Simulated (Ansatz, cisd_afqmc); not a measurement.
Species: GaH2, charge 1, singlet. GaH2+ (SMILES [GaH2+]).
B3LYP-D3(BJ)/def2-TZVP minimum from Ansatz (a first-principles code):
```
Ga
H 1 1.5293
H 1 1.5293 2 180.00
```
Charge +1, spin multiplicity 1.

Total energies in cc-pVDZ, 4 correlated electrons, 14 frozen orbitals. Radicals and triplets start from unrestricted determinants; spin-orbit coupling is neglected. Cores are frozen in correlated methods (noble-gas shells, and filled d and f shells in the p block). No relativity. AFQMC is phaseless with a CISD trial state; ± is one standard error, without the phaseless bias. Outlying blocks are dropped, and bars are widened where a walk drifts. Over all cases where full CI ran beside it in this data, AFQMC minus full CI had a median of +0.1 mEh and passed +0.4 mEh in a tenth of the cases. The spin of H2Ga+ ([GaH2+], singlet) was assumed, and the state is the lowest solution found for it.

```
method         program          energy (Eh)  error against FCI (mEh)
----------  ----------  -------------------  -----------------------
HF              Ansatz          -1924.08638                    66.57
MP2             Ansatz          -1924.13536                    17.59
CCSD            Ansatz          -1924.15205                     0.90
CCSD(T)         Ansatz          -1924.15268                     0.27
CCSDT(Q)        Ansatz          -1924.15294                     0.01
CCSDTQ          Ansatz          -1924.15295                     0.00
AFQMC/CISD  cisd_afqmc  -1924.1529 ± 0.0001                0.1 ± 0.1
FCI             Ansatz          -1924.15295                     0.00
```
